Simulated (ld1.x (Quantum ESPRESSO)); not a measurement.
Se: one change to an ultrasoft potential, before and after

* Element: Se
* Generator: ld1.x (Quantum ESPRESSO) 7.5
* Type: ultrasoft
* Functional: LDA (PZ)
* Relativity: scalar-relativistic
* Frozen core: [Ar] 3d10
* Valence charge: 6
* Reference configuration: 4s2 4p4
* Partial waves: 4s (bound): rcut 1.30, rcutus 1.50 bohr; 4s channel at -0.9 Ry: rcut 1.30, rcutus 1.50 bohr; 4p (bound): rcut 1.40, rcutus 1.60 bohr; 4p channel at 2.2 Ry: rcut 1.40, rcutus 1.60 bohr
* Local potential: all-electron potential smoothed inside 1.15 bohr (lloc = -1)
* Core correction: a·sin(br)/r model core inside 0.90 bohr
* Augmentation charge: built from norm-conserving waves at rcut, not smoothed further

All-electron outer shells of the reference configuration (LDA (PZ), scalar-relativistic, ld1.x):

```json
{"shell": "3p", "level (eV)": "-152.70", "outermost node (bohr)": "0.21", "outermost maximum (bohr)": "0.50"}
{"shell": "3d", "level (eV)": "-53.39", "outermost node (bohr)": "–", "outermost maximum (bohr)": "0.45"}
{"shell": "4s", "level (eV)": "-17.49", "outermost node (bohr)": "0.70", "outermost maximum (bohr)": "1.51"}
{"shell": "4p", "level (eV)": "-6.66", "outermost node (bohr)": "0.74", "outermost maximum (bohr)": "1.80"}
```

Change: wave 4s channel at -0.9 Ry: rcut 1.30, rcutus 1.50 bohr becomes 4s channel at -1.18 Ry: rcut 1.30, rcutus 1.50 bohr.

Cutoffs: the cutoffs (Ry, on a coarse ladder) from which the occupation-weighted sum of valence levels, in a spherical-Bessel basis at the reference potential, stays within 10 and 1 mRy of its value at 400 Ry; they do not see the model core or the augmentation charge, which bear on the density cutoff. Errors are all-electron minus pseudo energies relative to the spin-unpolarised reference configuration.

Task: How do hardness, ghosts and transferability respond?

Result: The potential gets neither clearly harder nor softer (15 Ry and 35 Ry → 15 Ry and 35 Ry); the errors of the 9 common tests hardly move; the range in which the s phases agree widens (upper end 0.4 → at the end of the scan); neither file shows a bound ghost.

```csv
quantity,base,changed
"cutoff, loose",15 Ry,15 Ry
"cutoff, tight",35 Ry,35 Ry
bound ghosts,none,none
"error for 4s2 4p3, meV [ΔE 11.01 eV]",-3.4,-3.7
"error for 4s2 4p2, meV [ΔE 31.57 eV]",-19,-20
"error for 4s2 4p1, meV [ΔE 62.72 eV]",-64,-69
"error for 4s2 4p4.3, meV [ΔE -1.64 eV]",+0.3,+0.3
"error for 4s2 4p3.5, meV [ΔE 4.39 eV]",-1.0,-1.0
"error for 4s1 4p4, meV [ΔE 22.59 eV]",-15,-15
"error for 4s2 4p0, meV [ΔE 105.30 eV]",-168,-182
"error for 4s2 4p4 (spin-polarised), meV [ΔE -0.59 eV]",+0.1,+0.1
"error for 4s2 4p3 (spin-polarised), meV [ΔE 9.37 eV]",-4.6,-5.1
s: phases at 1.74 bohr within 0.05 rad from the reference energy up to (Ry; the scan ends near 5),0.4,to the end of the scan
p: phases at 1.74 bohr within 0.05 rad from the reference energy up to (Ry; the scan ends near 5),to the end of the scan,to the end of the scan
lowest overlap eigenvalue by channel,"s 0.20, p 0.34","s 0.19, p 0.34"
```
